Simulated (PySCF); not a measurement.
## Excited states of Nd⁴⁸⁺ (neodymium, charge +48)

Ground state [Ne] 3s2, ¹S. Calculation: PySCF 2.14, in an uncontracted even-tempered set (19 s from 1.76 bohr⁻², ratio 2.5; 14 p from 2.24 bohr⁻², ratio 2.5; 7 d from 2.64 bohr⁻², ratio 2.7; 4 f from 78 bohr⁻², ratio 2.7); the spin-free X2C one-electron Hamiltonian (Gaussian nucleus). Vertical excitation energies in eV without spin-orbit coupling; excited terms of each kind are numbered among those the solver found. Frozen: 1s2.

```json
{"term": "1 3P°", "leading excitation": "3s → p", "EOM-EE-CCSD": "195.54"}
{"term": "1 1P°", "leading excitation": "3s → p", "EOM-EE-CCSD": "235.93"}
{"term": "1 3D", "leading excitation": "3s → d", "EOM-EE-CCSD": "425.28"}
{"term": "1 1D", "leading excitation": "3s → d", "EOM-EE-CCSD": "467.07"}
```

The spin-orbit splitting of the hole, absent here, rivals or exceeds the spacing of these terms, so the LS terms are model states.

Only the lower part of the computed list is shown. Doubly excited terms such as np² are absent. The solver can miss terms. The 24 highest virtual orbitals were dropped.
